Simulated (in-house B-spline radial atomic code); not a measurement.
Pt⁵⁺. Computed with a B-spline radial atomic code. Model: all-electron spherical atom, spin shells full or empty, radial basis limit, no spin-orbit coupling, Breit or QED, empty-state partial waves extrapolated as (l+1/2)^-4, RPA, G0W0 and static COHSEX of the highest shell as one setting changes (uncorrelated shells keep exact exchange).

Without the two-electron picture change, core correlation of heavy ions comes too large.

Given: element Pt; charge 5; filled core Xe; hamiltonian one-electron scalar X2C; mean-field start PBE0; highest l of empty states 9; nuclear rms radius 5.427 fm; highest mean-field shell 5d up.

Shell: 4f 7 7, 5d 5 0 (electrons up and down).

```json
{"lowest nl shells left uncorrelated": "0", "RPA correlation energy (hartree)": "-6.5098", "G0W0 level (eV)": "-77.687", "G0W0 minus most complete (meV)": "0", "COHSEX level (eV)": "-80.23", "linearised minus solved G0W0 (meV)": "-12.2"}
{"lowest nl shells left uncorrelated": "1", "RPA correlation energy (hartree)": "-6.2763", "G0W0 level (eV)": "-77.687", "G0W0 minus most complete (meV)": "0", "COHSEX level (eV)": "-80.23", "linearised minus solved G0W0 (meV)": "-12.2"}
{"lowest nl shells left uncorrelated": "2", "RPA correlation energy (hartree)": "-6.0642", "G0W0 level (eV)": "-77.686", "G0W0 minus most complete (meV)": "0.8", "COHSEX level (eV)": "-80.23", "linearised minus solved G0W0 (meV)": "-12.2"}
{"lowest nl shells left uncorrelated": "3", "RPA correlation energy (hartree)": "?", "G0W0 level (eV)": "?", "G0W0 minus most complete (meV)": "?", "COHSEX level (eV)": "?", "linearised minus solved G0W0 (meV)": "?"}
{"lowest nl shells left uncorrelated": "4", "RPA correlation energy (hartree)": "-5.2528", "G0W0 level (eV)": "-77.683", "G0W0 minus most complete (meV)": "3.4", "COHSEX level (eV)": "-80.232", "linearised minus solved G0W0 (meV)": "-12.2"}
{"lowest nl shells left uncorrelated": "5", "RPA correlation energy (hartree)": "-4.6415", "G0W0 level (eV)": "-77.68", "G0W0 minus most complete (meV)": "7.2", "COHSEX level (eV)": "-80.23", "linearised minus solved G0W0 (meV)": "-12.2"}
{"lowest nl shells left uncorrelated": "6", "RPA correlation energy (hartree)": "-3.6323", "G0W0 level (eV)": "-77.667", "G0W0 minus most complete (meV)": "19.7", "COHSEX level (eV)": "-80.201", "linearised minus solved G0W0 (meV)": "-12.1"}
{"lowest nl shells left uncorrelated": "7", "RPA correlation energy (hartree)": "?", "G0W0 level (eV)": "?", "G0W0 minus most complete (meV)": "?", "COHSEX level (eV)": "?", "linearised minus solved G0W0 (meV)": "?"}
{"lowest nl shells left uncorrelated": "8", "RPA correlation energy (hartree)": "-2.8763", "G0W0 level (eV)": "-77.682", "G0W0 minus most complete (meV)": "5.2", "COHSEX level (eV)": "-80.209", "linearised minus solved G0W0 (meV)": "-12.2"}
{"lowest nl shells left uncorrelated": "9", "RPA correlation energy (hartree)": "-1.9093", "G0W0 level (eV)": "-77.773", "G0W0 minus most complete (meV)": "-86.1", "COHSEX level (eV)": "-80.35", "linearised minus solved G0W0 (meV)": "-12.6"}
{"lowest nl shells left uncorrelated": "10", "RPA correlation energy (hartree)": "-1.7163", "G0W0 level (eV)": "-77.795", "G0W0 minus most complete (meV)": "-107.8", "COHSEX level (eV)": "-80.308", "linearised minus solved G0W0 (meV)": "-12.8"}
{"lowest nl shells left uncorrelated": "11", "RPA correlation energy (hartree)": "-0.47859", "G0W0 level (eV)": "-77.56", "G0W0 minus most complete (meV)": "126.5", "COHSEX level (eV)": "-79.719", "linearised minus solved G0W0 (meV)": "-11.9"}
{"lowest nl shells left uncorrelated": "12", "RPA correlation energy (hartree)": "-0.12724", "G0W0 level (eV)": "-77.623", "G0W0 minus most complete (meV)": "63.8", "COHSEX level (eV)": "-79.314", "linearised minus solved G0W0 (meV)": "-12.6"}
```

(1) What follows for lowest nl shells left uncorrelated = 7?

(2) What follows for lowest nl shells left uncorrelated = 3?

## Answers

(1) RPA correlation energy -3.4428 hartree; G0W0 level -77.669 eV; G0W0 minus most complete 17.4 meV; COHSEX level -80.202 eV; linearised minus solved G0W0 -12.1 meV.

(2) RPA correlation energy -5.4514 hartree; G0W0 level -77.685 eV; G0W0 minus most complete 2.2 meV; COHSEX level -80.233 eV; linearised minus solved G0W0 -12.2 meV.
